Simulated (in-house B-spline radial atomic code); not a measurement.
Radial electron density of neutral silver, [Ar] 3d10 4s2 4p5 4d10 5s1 5p1. Method: scalar-relativistic (X2C) B3LYP, spin-polarised, spherical fractional occupations, exact exchange averaged over the configuration, Fermi nucleus of rms radius 4.5454 fm. Calculated with a B-spline radial code for spherical atoms.

One-electron X2C: radii and densities carry no picture-change correction, so inner-shell <1/r> comes out high (for 1s by about 2 % at Z = 33, 5 % at 54, 10 % at 75, 30 % at 118) and <r> low.

Columns: r (bohr), 4πr²n(r) (electrons per bohr), bar.

```
 0.00103    1.863 #
 0.00129    2.682 ##
 0.00161    3.819 ##
   0.002    5.363 ###
  0.0025    7.544 ####
 0.00312    10.48 ######
 0.00389    14.34 ########
 0.00486    19.35 ###########
 0.00606    25.52 ###############
 0.00756    32.82 ###################
 0.00944    40.89 ########################
  0.0118    48.96 #############################
  0.0147    55.69 #################################
  0.0183    59.82 ###################################
  0.0229    60.31 ####################################
  0.0285    57.33 ##################################
  0.0356    52.99 ###############################
  0.0444    51.27 ##############################
  0.0555    55.69 #################################
  0.0692    65.58 #######################################
  0.0863    74.62 ############################################
   0.108    74.45 ############################################
   0.134    64.08 ######################################
   0.168    52.59 ###############################
   0.209    52.19 ###############################
   0.261    59.51 ###################################
   0.326    58.41 ##################################
   0.407    42.11 #########################
   0.507     23.7 ##############
   0.633    16.52 ##########
    0.79    17.97 ###########
   0.986    17.57 ##########
    1.23    12.72 #######
    1.53    7.293 ####
    1.92    3.608 ##
    2.39    1.838 #
    2.98   0.9943 #
    3.72   0.5466 
    4.64   0.2774 
    5.79   0.1185 
    7.23  0.03959 
    9.02 0.009632 
    11.3 0.001483 
      14 0.0001497
```

On this grid the curve has 4 maxima, near 0.0229, 0.0863, 0.261, 0.79 bohr.

The 4p up radial function P(r) = rR(r), positive near the nucleus:

| r (bohr) | P |
| --- | --- |
| 0.00129 | 0.001411 |
| 0.002 | 0.002964 |
| 0.00312 | 0.006365 |
| 0.00486 | 0.01367 |
| 0.00756 | 0.029 |
| 0.0118 | 0.06038 |
| 0.0183 | 0.1187 |
| 0.0285 | 0.2161 |
| 0.0444 | 0.3406 |
| 0.0692 | 0.4105 |
| 0.108 | 0.2489 |
| 0.168 | -0.2306 |
| 0.261 | -0.622 |
| 0.407 | -0.1873 |
| 0.633 | 0.8278 |
| 0.986 | 1.108 |
| 1.53 | 0.5386 |
| 2.39 | 0.1036 |
| 3.72 | 0.006822 |
